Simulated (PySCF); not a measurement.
# Computed records: ClHO$_{2}$Si, BFH$_{2}$O$_{2}$, BH$_{3}$O$_{3}$, AlBH$_{3}$NO and others

Computed with PySCF 2.14.0. Calculation on a computer-drawn molecule: optimised geometry and harmonic frequencies of an isolated molecule of the commonest isotopes, restricted reference for singlets and unrestricted otherwise, frozen core in MP2.

Common to all runs: charge 0; multiplicity 1.

```json
{"entry": 1, "formula": "ClHO2Si", "start_structure": {"atoms_angstrom": [["O", -0.9443, 0.1074, -3.4681], ["Si", 0.455, -0.0026, -2.9845], ["O", 1.2859, 1.1017, -2.1778], ["Cl", 1.6386, -1.6195, -3.2522], ["H", 2.1794, 0.943, -1.908]]}, "given": {"method": "MP2", "basis": "cc-pV(D+d)Z", "drawn_bonds_atom": [1, 2, 2, 3], "drawn_bonds_other_atom": [2, 3, 4, 5], "drawn_bonds_order": [2, 1, 1, 1]}, "results": {"optimised_atom_element": ["O", "Si", "O", "Cl", "H"], "optimised_atom_x [angstrom]": [-0.9873, 0.4505, 1.286, 1.673, 2.192], "optimised_atom_y [angstrom]": [0.1072, 0.002124, 1.139, -1.609, 0.8899], "optimised_atom_z [angstrom]": [-3.485, -2.984, -2.161, -3.234, -1.927], "modes_frequency [cm^-1]": [256.6, 308.4, 332.5, 400.8, 550.0, 863.4, 897.0, 1272, 3870], "modes_reduced_mass [dalton]": [9.435, 8.517, 16.44, 1.109, 19.55, 1.557, 3.731, 14.87, 1.067], "rotational_constants [GHz]": [7.453, 3.706, 2.475], "total_energy [hartree]": -899.4531, "convergence_status_largest_gradient_component [hartree/bohr]": 6.38e-06}}
{"entry": 2, "formula": "BFH2O2", "start_structure": {"atoms_angstrom": [["O", -1.2732, -0.8511, -0.9215], ["B", -0.0749, -1.5483, -1.0448], ["O", 0.008, -2.4751, -2.0393], ["F", 0.8932, -1.2658, -0.1781], ["H", -1.2944, -0.1862, -0.1721], ["H", 0.8856, -2.8766, -2.0326]]}, "given": {"method": "HF", "basis": "cc-pVDZ", "drawn_bonds_atom": [1, 2, 2, 1, 3], "drawn_bonds_other_atom": [2, 3, 4, 5, 6], "drawn_bonds_order": [1, 1, 1, 1, 1]}, "results": {"optimised_atom_element": ["O", "B", "O", "F", "H", "H"], "optimised_atom_x [angstrom]": [-1.272, -0.1199, 0.02384, 0.8976, -1.259, 0.8738], "optimised_atom_y [angstrom]": [-0.8501, -1.528, -2.448, -1.284, -0.2301, -2.862], "optimised_atom_z [angstrom]": [-0.9153, -1.046, -2.014, -0.2007, -0.2021, -2.011], "modes_frequency [cm^-1]": [467.8, 485.7, 497.8, 555.3, 749.9, 917.1, 1087, 1103, 1489, 1589, 4178, 4180], "modes_reduced_mass [dalton]": [4.737, 4.964, 1.167, 1.069, 8.94, 11.03, 1.328, 1.319, 5.973, 7.583, 1.066, 1.067], "rotational_constants [GHz]": [10.46, 9.923, 5.091], "total_energy [hartree]": -275.2109, "convergence_status_largest_gradient_component [hartree/bohr]": 2.631e-05}}
{"entry": 3, "formula": "BFH2O2", "start_structure": {"atoms_angstrom": [["O", -1.2717, -0.8501, -0.9153], ["B", -0.1199, -1.5284, -1.0458], ["O", 0.0238, -2.4484, -2.0136], ["F", 0.8976, -1.2844, -0.2007], ["H", -1.2595, -0.2301, -0.2021], ["H", 0.8738, -2.8617, -2.0108]]}, "given": {"method": "MP2", "basis": "cc-pVDZ", "drawn_bonds_atom": [1, 2, 2, 1, 3], "drawn_bonds_other_atom": [2, 3, 4, 5, 6], "drawn_bonds_order": [1, 1, 1, 1, 1]}, "results": {"optimised_atom_element": ["O", "B", "O", "F", "H", "H"], "optimised_atom_x [angstrom]": [-1.298, -0.1232, 0.009027, 0.9083, -1.241, 0.889], "optimised_atom_y [angstrom]": [-0.8481, -1.529, -2.46, -1.282, -0.2279, -2.856], "optimised_atom_z [angstrom]": [-0.9275, -1.049, -2.035, -0.1918, -0.1895, -1.996], "modes_frequency [cm^-1]": [440.1, 458.8, 471.2, 544.8, 696.0, 868.5, 1043, 1044, 1425, 1521, 3898, 3899], "modes_reduced_mass [dalton]": [4.884, 5.107, 1.164, 1.06, 9.628, 12.84, 1.323, 1.277, 6.42, 7.071, 1.065, 1.066], "rotational_constants [GHz]": [10.05, 9.782, 4.957], "total_energy [hartree]": -275.8495, "convergence_status_largest_gradient_component [hartree/bohr]": 2.358e-05}}
{"entry": 4, "formula": "BH3O3", "start_structure": {"atoms_angstrom": [["O", 0.423, -0.2655, 1.1075], ["B", -0.2366, -1.3426, 1.5569], ["O", -0.5606, -1.5072, 2.8697], ["O", -0.5614, -2.2619, 0.6895], ["H", 0.611, 0.3357, 1.8725], ["H", -1.066, -2.2819, 3.0191], ["H", -0.2726, -2.067, -0.2574]]}, "given": {"method": "HF", "basis": "cc-pVDZ", "drawn_bonds_atom": [1, 2, 2, 1, 3, 4], "drawn_bonds_other_atom": [2, 3, 4, 5, 6, 7], "drawn_bonds_order": [1, 1, 1, 1, 1, 1]}, "results": {"optimised_atom_element": ["O", "B", "O", "O", "H", "H", "H"], "optimised_atom_x [angstrom]": [0.4436, -0.2375, -0.5789, -0.5772, 0.6238, -1.049, -0.2883], "optimised_atom_y [angstrom]": [-0.236, -1.342, -1.492, -2.297, 0.3565, -2.297, -2.084], "optimised_atom_z [angstrom]": [1.15, 1.551, 2.858, 0.6457, 1.864, 3.018, -0.229], "modes_frequency [cm^-1]": [466.6, 466.6, 483.3, 561.4, 561.6, 748.4, 917.4, 1106, 1106, 1114, 1545, 1545, 4174, 4174, 4176], "modes_reduced_mass [dalton]": [3.672, 3.673, 1.069, 1.127, 1.127, 10.29, 5.258, 1.416, 1.416, 1.227, 5.857, 5.857, 1.066, 1.066, 1.067], "rotational_constants [GHz]": [10.12, 10.12, 5.059], "total_energy [hartree]": -251.2142, "convergence_status_largest_gradient_component [hartree/bohr]": 2.437e-05}}
{"entry": 5, "formula": "BH3O3", "start_structure": {"atoms_angstrom": [["O", 0.4436, -0.236, 1.1497], ["B", -0.2375, -1.3415, 1.5511], ["O", -0.5789, -1.492, 2.8581], ["O", -0.5772, -2.2965, 0.6457], ["H", 0.6238, 0.3565, 1.8639], ["H", -1.0487, -2.2965, 3.0183], ["H", -0.2883, -2.0843, -0.229]]}, "given": {"method": "MP2", "basis": "cc-pVDZ", "drawn_bonds_atom": [1, 2, 2, 1, 3, 4], "drawn_bonds_other_atom": [2, 3, 4, 5, 6, 7], "drawn_bonds_order": [1, 1, 1, 1, 1, 1]}, "results": {"optimised_atom_element": ["O", "B", "O", "O", "H", "H", "H"], "optimised_atom_x [angstrom]": [0.4527, -0.2376, -0.5743, -0.5912, 0.6186, -1.051, -0.2804], "optimised_atom_y [angstrom]": [-0.2284, -1.341, -1.475, -2.321, 0.3518, -2.306, -2.071], "optimised_atom_z [angstrom]": [1.124, 1.551, 2.88, 0.6491, 1.878, 3.006, -0.2304], "modes_frequency [cm^-1]": [440.4, 440.4, 441.3, 536.3, 536.5, 688.4, 872.0, 1050, 1051, 1056, 1481, 1482, 3893, 3893, 3893], "modes_reduced_mass [dalton]": [3.759, 3.733, 1.065, 1.123, 1.123, 11.52, 6.841, 1.4, 1.4, 1.161, 5.864, 5.863, 1.067, 1.065, 1.065], "rotational_constants [GHz]": [9.883, 9.882, 4.941], "total_energy [hartree]": -251.8543, "convergence_status_largest_gradient_component [hartree/bohr]": 1.262e-05}}
{"entry": 6, "formula": "AlBH3NO", "start_structure": {"atoms_angstrom": [["O", -0.051, 2.2427, 0.0735], ["B", 0.9443, 1.3506, 0.0012], ["N", 1.9833, 0.5765, -0.1147], ["Al", 3.3552, -0.4903, -0.1825], ["H", -0.8923, 2.0133, -0.0506], ["H", 4.0837, -0.7483, -1.5723], ["H", 3.967, -1.1655, 1.0567]]}, "given": {"method": "HF", "basis": "cc-pV(D+d)Z", "drawn_bonds_atom": [1, 2, 3, 1, 4, 4], "drawn_bonds_other_atom": [2, 3, 4, 5, 6, 7], "drawn_bonds_order": [1, 2, 1, 1, 1, 1]}, "results": {"optimised_atom_element": ["O", "B", "N", "Al", "H", "H", "H"], "optimised_atom_x [angstrom]": [-0.1965, 0.8872, 1.918, 3.358, -0.5874, 3.913, 4.097], "optimised_atom_y [angstrom]": [1.968, 1.23, 0.5261, -0.4555, 2.301, -0.7262, -1.065], "optimised_atom_z [angstrom]": [0.3188, 0.1509, 0.01171, -0.1979, -0.4767, -1.653, 1.057], "modes_frequency [cm^-1]": [99.94, 100.7, 154.0, 468.7, 539.2, 575.0, 610.4, 672.9, 861.2, 1061, 1211, 1979, 1994, 2133, 4152], "modes_reduced_mass [dalton]": [4.335, 6.452, 1.084, 3.707, 10.85, 8.847, 1.287, 1.19, 1.074, 1.299, 12.14, 1.06, 1.035, 10.34, 1.066], "rotational_constants [GHz]": [113.2, 2.212, 2.17], "total_energy [hartree]": -397.7651, "convergence_status_largest_gradient_component [hartree/bohr]": 1.078e-05}}
{"entry": 7, "formula": "AlBH3NO", "start_structure": {"atoms_angstrom": [["O", -0.1965, 1.9682, 0.3188], ["B", 0.8872, 1.2301, 0.1509], ["N", 1.9183, 0.5261, 0.0117], ["Al", 3.3585, -0.4555, -0.1979], ["H", -0.5874, 2.3014, -0.4767], ["H", 3.9127, -0.7262, -1.653], ["H", 4.0974, -1.0652, 1.0575]]}, "given": {"method": "MP2", "basis": "cc-pV(D+d)Z", "drawn_bonds_atom": [1, 2, 3, 1, 4, 4], "drawn_bonds_other_atom": [2, 3, 4, 5, 6, 7], "drawn_bonds_order": [1, 2, 1, 1, 1, 1]}, "results": {"optimised_atom_element": ["O", "B", "N", "Al", "H", "H", "H"], "optimised_atom_x [angstrom]": [-0.2304, 0.8723, 1.926, 3.381, -0.5831, 3.898, 4.126], "optimised_atom_y [angstrom]": [1.991, 1.24, 0.5179, -0.471, 2.301, -0.7153, -1.085], "optimised_atom_z [angstrom]": [0.3293, 0.1582, 0.05013, -0.1953, -0.5164, -1.666, 1.052], "modes_frequency [cm^-1]": [80.88, 83.86, 176.0, 405.0, 467.1, 539.4, 577.6, 643.3, 822.9, 1013, 1139, 1973, 1978, 2010, 3877], "modes_reduced_mass [dalton]": [6.944, 4.472, 1.076, 4.489, 11.22, 8.204, 1.25, 1.172, 1.073, 1.291, 9.924, 1.077, 1.072, 6.904, 1.066], "rotational_constants [GHz]": [109.7, 2.15, 2.109], "total_energy [hartree]": -398.2494, "convergence_status_largest_gradient_component [hartree/bohr]": 1.376e-05}}
{"entry": 8, "formula": "AlBHNO", "start_structure": {"atoms_angstrom": [["O", -1.023, -2.6198, 0.7839], ["B", 0.0067, -1.8104, 0.9972], ["N", 1.0013, -0.9254, 1.0501], ["Al", 2.3738, 0.1772, 1.1886], ["H", -1.3065, -3.153, 1.4634]]}, "given": {"method": "HF", "basis": "cc-pV(D+d)Z", "drawn_bonds_atom": [1, 2, 3, 1], "drawn_bonds_other_atom": [2, 3, 4, 5], "drawn_bonds_order": [1, 2, 1, 1]}, "results": {"optimised_atom_element": ["O", "B", "N", "Al", "H"], "optimised_atom_x [angstrom]": [-1.017, 0.00115, 0.9715, 2.337, -1.241], "optimised_atom_y [angstrom]": [-2.602, -1.774, -0.9777, 0.1435, -3.121], "optimised_atom_z [angstrom]": [0.765, 0.9202, 1.05, 1.223, 1.525], "modes_frequency [cm^-1]": [89.33, 93.88, 479.2, 538.0, 551.6, 1050, 1191, 2095, 4152], "modes_reduced_mass [dalton]": [14.42, 10.51, 4.099, 11.68, 16.19, 1.306, 12.36, 11.42, 1.066], "rotational_constants [GHz]": [744.9, 2.33, 2.323], "total_energy [hartree]": -396.5988, "convergence_status_largest_gradient_component [hartree/bohr]": 2.409e-05}}
```
